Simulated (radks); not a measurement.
Cr13+, configuration [Ne] 3s1. Calculated with a radial shooting solver on a logarithmic mesh with Libxc functionals: scalar-relativistic Kohn-Sham, LDA (Slater exchange, Perdew-Wang correlation), spin-polarised, spherical densities, point nucleus; open shells are filled with parallel spins first.

Normalised radial functions P(r) = r R(r), r in bohr:

r         1s down    2s up  3s down
0.006428   1.3088   0.3974   0.1842
0.008042   1.5698   0.4757   0.2205
0.01006    1.8649   0.5633   0.2610
0.01259    2.1888   0.6580   0.3047
0.01575    2.5306   0.7548   0.3492
0.0197     2.8712   0.8458   0.3906
0.02465    3.1821   0.9182   0.4230
0.03083    3.4251   0.9543   0.4375
0.03858    3.5549   0.9309   0.4232
0.04826    3.5262   0.8216   0.3671
0.06038    3.3062   0.6011   0.2572
0.07494    2.9083   0.2683   0.0939
0.09375    2.3390  -0.1962  -0.1300
0.1173     1.6901  -0.7434  -0.3846
0.1467     1.0694  -1.2931  -0.6184
0.1836     0.5739  -1.7323  -0.7553
0.2297     0.2511  -1.9464  -0.7117
0.2873     0.0853  -1.8687  -0.4311
0.3595     0.0212  -1.5249   0.0694
0.4497     0.0036  -1.0371   0.6668
0.5626     0.0004  -0.5698   1.1516
0.7039     0.0000  -0.2421   1.3255
0.8806     0.0000  -0.0749   1.1357
1.102      0.0000  -0.0157   0.7272
1.378      0.0000  -0.0020   0.3360
1.724      0.0000  -0.0001   0.1055
2.157      0.0000  0.0000   0.0207

1s down: eigenvalue -6255.5 eV, 0 radial nodes, <r> = 0.0636 bohr, 90 % of the charge inside 0.114 bohr. 2s up: eigenvalue -1032.8 eV, 1 radial node at r = 0.0858 bohr, <r> = 0.290 bohr, 90 % of the charge inside 0.449 bohr. 3s down (empty): eigenvalue -365.64 eV, 2 radial nodes at r = 0.0828, 0.350 bohr, <r> = 0.749 bohr, 90 % of the charge inside 1.09 bohr.
